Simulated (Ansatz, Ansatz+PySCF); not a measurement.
```yaml
atoms:
  - { symbol: C, position_ang: [0.0151, -0.0359, -0.6133] }
  - { symbol: O, position_ang: [0.0184, -0.0262, 0.4451] }
```

Basis set: cc-pVDZ (spherical functions). Correlated methods keep 2 orbitals frozen. Charge 0, multiplicity 1.

Computed with Ansatz (development build ahead of 0.2.0); each method stands on the lowest determinant of its kind that the runs found. Restricted open shells among the atoms or ions are ROHF, correlated in semicanonical orbitals with singles.

Task: Give the atomization energy at this shape (free ground-state atoms in the same class of orbitals less the molecule, no zero-point energy) of singlet CO by RHF-CCSD(T), RHF-MP2, RHF.

Result:

```tsv
method	atomization energy
RHF-CCSD(T)	958.9 kJ/mol
RHF-MP2	1009.4 kJ/mol
RHF	714.0 kJ/mol
```

Caution: the shape is not the minimum.
